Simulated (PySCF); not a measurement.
Molecule: dichloro(dimethyl)germane, C2H6Cl2Ge, net charge 0, singlet state. 
Geometry from a B3LYP-D3(BJ)/def2-TZVP (Ansatz) optimisation:
```xyz
11

C      1.6258    -1.2076    -0.6081
Ge    -0.0062    -0.2828    -0.0900
C     -1.6805    -1.2707    -0.1803
Cl     0.2447     0.4232     1.9539
Cl    -0.2026     1.4833    -1.3474
H      1.7747    -2.0725     0.0376
H      2.4697    -0.5287    -0.5044
H      1.5466    -1.5322    -1.6451
H     -2.4951    -0.6234     0.1379
H     -1.8557    -1.5971    -1.2049
H     -1.6276    -2.1374     0.4778
```
Charge 0, spin multiplicity 1.

Dispersion corrections to the total energy (kcal/mol) from the dftd3 and dftd4 libraries through PySCF: D3(BJ) without and D4 with the three-body term, each with the damping fitted for the functional named.

```tsv
functional	D3(BJ)	D4
BLYP	-14.70	[?]
PBE	-6.65	-6.74
HSE06	-5.15	[?]
B2PLYP	-6.14	[?]
TPSS	-8.72	-9.05
r2SCAN	-2.00	-1.68
B3LYP	-12.21	-10.89
```

Fill in the missing entries.


- BLYP, D4: -14.28
- HSE06, D4: -5.48
- B2PLYP, D4: -4.74
